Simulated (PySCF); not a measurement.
Bonds (- single, = double, # triple, : aromatic): C1#C2 1.216 Å, C2-Ge3 1.903 Å, Ge3-Ge4 2.420 Å. C1 carries H5; Ge3 carries H6, H7; Ge4 carries H8, H9, H10.

Geometry: PBE0-D3(BJ)/def2-SVP; GIAO absolute shieldings from PySCF 2.14, gas phase, non-relativistic, averaged over equivalent atoms.

At PBE0/pcSseg-1 (146 basis functions, 12 s wall time on 1 thread of an Arm Neoverse V2, shared host):
| atoms | σ (ppm) |
| --- | --- |
| C1 | 79.3 |
| C2 | 101.2 |
| Ge3 | 1601.7 |
| Ge4 | 1651.0 |
| H6/H7 | 26.90 |
| H8/H9/H10 | 27.58 |
| H5 | 29.05 |

What do these become at wB97X-D/pcSseg-2?

## Answers


| atoms | σ at wB97X-D/pcSseg-2 | change |
| --- | --- | --- |
| C1 | 77.4 | -1.9 |
| C2 | 97.2 | -4.0 |
| Ge3 | 1594.1 | -7.6 |
| Ge4 | 1643.5 | -7.5 |
| H6/H7 | 27.09 | +0.19 |
| H8/H9/H10 | 27.70 | +0.12 |
| H5 | 29.23 | +0.18 |

The largest change is at Ge3 (germanium bonded to C, Ge, 2 H). Cost: 282 basis functions, 45 s wall time on 1 thread of an Arm Neoverse V2, shared host.

Relativistic effects, spin–orbit coupling among them, are left out; they matter for Ge and for the light atoms bonded to it.
